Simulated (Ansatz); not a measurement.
Basis-set extrapolation for CH8OSSi2, SMILES `CO[SiH]([SiH3])S` (PBE0-D4/def2-TZVP geometry, frozen core, Ansatz 0.2.0). Multiplicity 1, RHF reference.

```csv
,def2-TZVPP,def2-QZVPP
HF,-1092.932519,-1092.967528
MP2 correlation,-0.838579,-0.903867
CCSD(T) correlation,-0.941574,not run
```

Energies in hartree. Use E(X) = E(∞) + A·exp(−7.88·√X) for Hartree–Fock and E(X) = E(∞) + B·X^(−2.97) for correlation, with X = 3 and 4, and add CCSD(T) minus MP2 of the smaller set to the MP2 limit.

**Question.** What is the CCSD(T) energy at the basis-set limit?

**Answer.** HF limit: -1092.967528 + (-0.035009) × 0.13774 = -1092.97235. MP2 limit: -0.903867 + (-0.065288) × 0.74074 = -0.95223. Higher-order term: -0.941574 − (-0.838579) = -0.10300. Total: -1094.02758 hartree, 403.0 kJ/mol below CCSD(T)/def2-TZVPP.
